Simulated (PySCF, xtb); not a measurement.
C₄H₄O₂, SMILES Oc1ccco1.

GFN2-xTB run with xtb at its own geometry gives an orbital gap of 4.70 eV and a dipole moment of 2.06 D.

Geometry: PBE0-D3(BJ)/def2-SVP. Other conformers were not sampled.

Question: What does CAM-B3LYP/def2-TZVP (PySCF) give? (An estimate is asked for; the answer gives what the named calculation found.)

Answer: gap 8.77 eV (levels -7.27 and 1.51 eV), dipole 1.96 D.
